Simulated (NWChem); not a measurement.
System: HfN2H4S; SMILES [NH2][Hf]([NH2])=[S]

Input file for NWChem:

```
start job
memory heap 200 mb stack 900 mb global 1100 mb
geometry units angstroms noautoz
  Hf     0.000000     0.000000     0.142485
  S      0.000000     0.000000    -2.102310
  N      0.000000    -1.820256     1.068484
  H      0.000000    -2.017166     2.068496
  H      0.000000    -2.717398     0.583227
  N      0.000000     1.820256     1.068484
  H      0.000000     2.017166     2.068496
  H      0.000000     2.717398     0.583227
end
basis spherical
  * library def2-svpd
end
ecp
  Hf library def2-ecp
end
dft
  xc pbe0
  iterations 150
end
tddft
  cis
  nroots 6
  notriplet
end
task tddft energy
```

Structure relaxed at the PBE0/def2-SVP level. Not confirmed as a minimum by frequencies. def2 effective core potentials on Hf; no spin-orbit coupling.

Vertical excitations in the gas phase.

### Question
Predict the main results of this run. (PBE0/def2-SVPD with def2 effective core potentials on Hf, TDA.) Quantities: lowest excitation, singlet (eV); oscillator strength of that lowest state; lowest state with f > 0.02, singlet (eV); oscillator strength of that bright state; orbital gap (eV).

### Answer
| Quantity | Value |
|---|---|
| lowest excitation, singlet (eV) | 2.37 |
| oscillator strength of that lowest state | 0.004 |
| lowest state with f > 0.02, singlet (eV) | 2.63 |
| oscillator strength of that bright state | 0.024 |
| orbital gap (eV) | 3.77 |
